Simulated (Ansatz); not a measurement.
Ansatz results at the PBE0-D4/def2-TZVP geometry: HOMO energy (ωB97M-V/def2-TZVPP) -8.93 eV; HOMO energy (PBE/def2-TZVPP) -5.82 eV; HOMO–LUMO gap (PBE0/def2-TZVPP) 4.89 eV.

**Question.** Which molecule gave them?
A. `O=COC=O`
B. `CBCOC`
C. `[SiH3]C1B[SiH2]1`
D. `C[SiH]1B[SiH2]1`

**Answer.** C. The others give `C[SiH]1B[SiH2]1`: -8.23, -5.57, 4.89; `CBCOC`: -9.85, -5.86, 6.75; `O=COC=O`: -10.87, -6.84, 7.02.
